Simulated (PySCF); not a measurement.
C8H5NO, SMILES c1c(ccc(c1)C#N)C=O (GFN2-xTB optimised geometry):

```
15

N     -1.973    -3.499    -0.001
C     -1.406    -2.503     0.000
C     -0.706    -1.274     0.000
C     -1.415    -0.070     0.000
C     -0.725     1.123     0.000
C      0.671     1.132     0.000
C      1.392     2.415     0.000
O      0.871     3.499     0.001
C      1.373    -0.075     0.000
C      0.691    -1.274     0.000
H     -2.495    -0.087     0.000
H     -1.246     2.069     0.000
H      2.495     2.306     0.000
H      2.453    -0.065     0.000
H      1.224    -2.213     0.000
```

Calculation: PBE0/def2-TZVP (PySCF 2.14.0).

Question: What are the frontier orbital energies and the dipole moment?

Answer: HOMO-2 -8.54 eV, HOMO-1 -8.21 eV, HOMO -8.05 eV, LUMO -2.82 eV, LUMO+1 -1.31 eV; dipole moment 2.46 D.

Meta-Löwdin charges at PBE0/def2-TZVP: N1 -0.21, C2 0.11, C3 -0.01, C4 -0.10, C5 -0.09, C6 -0.03, C7 0.27, O8 -0.38, C9 -0.10, C10 -0.10, H11 0.14, H12 0.15, H13 0.08, H14 0.13, H15 0.14.
